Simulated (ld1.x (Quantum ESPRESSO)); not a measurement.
scandium (Sc): excitation energies, all-electron against RRKJ

ld1.x (Quantum ESPRESSO) 7.5 input, shortened:

```
&input
   title='Sc', zed=21., rel=1, dft='PZ', iswitch=3,
   config='[Ar] 3d1 4s1.5 4p0.5'
 /
 &inputp
   pseudotype=2, tm=.false., rho0=0.01, lloc=-1, rcloc=2.75,
   nlcc=.true., rcore=0.65
 /
3
4S  1  0   1.50   0.00  3.00  3.00  0.0
4P  2  1   0.50   0.00  4.20  4.20  0.0
3D  3  2   1.00   0.00  1.35  1.35  0.0
 &test
   configts(1)='3d1 4s1.5 4p0.5'
 /
```

Energies are relative to the spin-unpolarised reference configuration 3d1 4s1.5 4p0.5; without spin polarisation the order of configurations can differ from experiment. Spin-polarised rows fill each open shell by Hund’s rule, majority spin first.

```
           valence configuration  charge  ΔE all-electron (eV)  error AE − PS (meV)
                     3d1 4s2 4p0       0                -1.403                 -0.7
                     3d1 4s1 4p0      +1                 5.664                 +2.3
                     3d1 4s0 4p0      +2                18.625                  -23
                     3d2 4s0 4p0      +1                 6.317                 -254
                     3d1 4s1 4p1       0                 1.439                 -1.2
                 3d1.5 4s1.5 4p0       0                -0.754                  -47
                     3d0 4s2 4p1       0                 2.216                 -161
3d1 4s1.5 4p0.5 (spin-polarised)       0                -0.366                 +6.4
```

What are ΔE and the potential's error for 3d1 4s2 4p0 (spin-polarised)?

ΔE = -1.554 eV all-electron; the error (AE − PS) is +4.7 meV.

Levels in the configuration 3d1 4s0 4p0:

```
level  all-electron (eV)  pseudo (eV)
   3d            -18.127      -18.165
```
